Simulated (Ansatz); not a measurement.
```yaml
crystal:
  periodic: [true, true, true]
  atoms:
    - {symbol: F, position_ang: [-2.485698, -0.376606, 1.735041]}
    - {symbol: C, position_ang: [-1.651547, 0.569519, 1.326682]}
    - {symbol: N, position_ang: [-0.979035, 0.418295, 0.291333]}
    - {symbol: B, position_ang: [-0.245265, 0.287209, -0.788075]}
    - {symbol: Si, position_ang: [1.596936, -0.531353, -0.683867]}
    - {symbol: H, position_ang: [-1.707576, 1.323162, 1.932468]}
    - {symbol: H, position_ang: [-0.686108, 0.604319, -1.898127]}
    - {symbol: H, position_ang: [1.662219, -1.808470, -1.465041]}
    - {symbol: H, position_ang: [1.933271, -0.895932, 0.772109]}
    - {symbol: H, position_ang: [2.627458, 0.438709, -1.194463]}
basis:
  gaussian: {orbitals: "6-31++G**"}
hamiltonian: {xc: {name: PBE}, dispersion: d4}
output: {forces: true}
```

```sh
$ ansatz run in.yaml --threads 4 --pin off --events-out ev --progress --plain --max-ram 10444MiB
```

Problem. How does Ansatz answer? (Best estimate.)

Solution. Computed: The input was rejected before any iteration.
```
Error: YAML parse error: error: line 2 column 3: crystal: missing field `lattice` (a structure is typed as `lattice` and `atoms`, a molecule's as `atoms` in Å alone, or read from a run's directory, `checkpoint`)
 --> <input>:2:3
1 | crystal:
2 |   periodic: [true, true, true]
3 |   atoms:
4 |     - {symbol: F, position_ang: [-2.485698, -0.376606, 1.735041]}
```
